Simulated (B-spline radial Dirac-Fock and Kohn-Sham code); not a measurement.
# Sn: computed levels beside tabulated edges

Level of theory: Dirac-Fock energy differences between relaxed states, corrected for Breit and QED terms; a B-spline atomic structure program. Correlation energy is missing from these numbers.

Two models are given for 1s2 2s2 2p6 3s2 3p6 3d10 4s2 4p6 4d10 5s2 5p2. In the first the electron is removed to infinity. In the second it is placed in the 5p shell, so that the atom stays neutral; this mimics a hole screened by valence charge, or the onset of absorption below the ionisation limit. The tabulated edges (Elam, Ravel and Sieber, Radiat. Phys. Chem. 63, 121 (2002)) refer to the element in its standard state, with the Fermi level as zero for a metal.

```
level  ionised (eV)  screened (eV)  tabulated (eV)  ionised − table  screened − table
   1s       29207.4        29199.7         29200.0             +7.4              -0.3
   2s        4479.7         4472.1          4465.0            +14.7              +7.1
2p1/2        4165.4         4157.8          4156.0             +9.4              +1.8
2p3/2        3937.9         3930.3          3929.0             +8.9              +1.3
   3s         895.7          888.1           884.7            +11.0              +3.4
3p1/2         767.9          760.3           756.5            +11.4              +3.8
3p3/2         725.3          717.8           714.6            +10.7              +3.2
3d3/2         501.6          494.0           493.2             +8.4              +0.8
3d5/2         493.2          485.6           484.9             +8.3              +0.7
   4s         154.4          146.8           137.1            +17.3              +9.7
4p3/2         102.6          95.05           83.60            +19.0             +11.5
4d3/2         32.24          24.71           24.90             +7.3              -0.2
4d5/2         31.22          23.69           23.90             +7.3              -0.2
```

The screened model lies closer: the mean absolute deviations are 10.9 eV (ionised) and 3.4 eV (screened). Screening lowers the levels by 7.6 eV on average.
